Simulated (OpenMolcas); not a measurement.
**Computed levels of V IV**

```yaml
Program: OpenMolcas
Method: RASSCF
Basis: ANO-RCC-VQZP [7s6p4d3f2g1h]
Scalar_Hamiltonian: DKH2, point nucleus
Active_space: 8 electrons in 8 orbitals (RAS1 3p, at most 2 holes; RAS2 3d)
State_averaging: 2S+1 = 3 even, 10 roots; 2S+1 = 1 even, 15 roots
Spin-orbit_coupling: RASSI with atomic mean-field integrals over the reference wave functions, term energies averaged over their components
```

Spin-free terms above the lowest, with the occupations of the reference:

```tsv
Configuration	Term	E (cm⁻¹)	Occupations
3d²	³F	0.0	3p 5.96 3d 2.04
3d²	¹D	12386	3p 5.96 3d 2.04
3d²	³P	15492	3p 5.96 3d 2.04
3d²	¹G	21931	3p 5.96 3d 2.04
3d²	¹S	45906	3p 5.94 3d 2.06
```

With spin-orbit coupling, above the lowest level:

```
Configuration  Term  J  E (cm⁻¹)  Measured (cm⁻¹)  Term weight %
          3d²    ³F  2       0.0              0.0            100
          3d²    ³F  3       341              325            100
          3d²    ³F  4       781              735            100
          3d²    ¹D  2     12816            10959             99
          3d²    ³P  0     15717                             100
          3d²    ³P  1     15835            13239            100
          3d²    ³P  2     16084            13458             99
          3d²    ¹G  4     22385            18391            100
          3d²    ¹S  0     46367            42462            100
```

Against the 7 measured excited levels shown (Sugar and Corliss, J. Phys. Chem. Ref. Data 7, 1191 (1978)) the mean absolute deviation is 2100 cm-1; the largest miss in energy is 3d² ¹G₄: computed 22385, measured 18391 cm⁻¹ (+21.7 %).

Spin-orbit coupling puts the lowest level 451 cm⁻¹ below the lowest spin-free term.

For ³F the intervals divided by the larger J are 113.6, 110.0 cm-1. Landé's interval rule makes them equal in pure LS coupling; they differ by 3 % of their mean. The multiplet is regular.

Without dynamic correlation excited terms often stand tens of per cent too high (terms of higher spin than the ground term too low), and those without a measured partner can miss by more than the paired ones. Active for correlation alone: 3p; no level in the range computed is led by a configuration that opens it, so any true level of that kind is missing. Computed and measured levels are paired by configuration, term and J; levels that our copy of the source lacks, or whose pairing is in doubt (as where it misses far off the trend of its configuration), stay unpaired and out of the deviations. Levels of configurations outside the active space are missing. The first state left out of the spin-orbit step lies near 640000 cm-1 above the lowest spin-free state of the reference (among the parities and spins computed), and the list stops at four fifths of that energy or lower.

The RASSCF and RASSI steps took 24 s on 1 thread of AMD EPYC 9R14 (Zen 4), on a shared host; the integral step is not counted.

The term weight is that of the spin-free term in the level, not the purity of its configuration.
